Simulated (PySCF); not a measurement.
# Electron correlation in Kr (krypton, neutral)

[Kr], closed-shell 1S. Computed with PySCF 2.14 in jorge-DZP-DKH, with the spin-free X2C one-electron Hamiltonian (Gaussian nucleus). Frozen: [Ar] 3d10; 8 electrons correlated.

MP2 pair energies summed by pair of shells (mhartree):

| pair | energy | share (%) |
| --- | --- | --- |
| 4p-4p | -31.29 | 61.1 |
| 4s-4p | -16.50 | 32.2 |
| 4s-4s | -3.42 | 6.7 |

Total MP2 correlation energy: -51.21 mhartree.

Same-spin part -12.14 and opposite-spin part -39.07 mhartree; SCS-MP2 scales them by 1/3 and 6/5 to -50.93 mhartree.

```csv
level,correlation energy (mhartree)
CCSD,-57.35
(T),-0.50
CCSD(T),-57.85
```

Diagnostics: T1 = 0.00088, D1 = 0.0014, largest double amplitude 0.032.

Task: Is a single reference adequate?

Result: Yes, within this model without spin-orbit coupling: T1 lies below 0.03 and no double amplitude reaches 0.07.
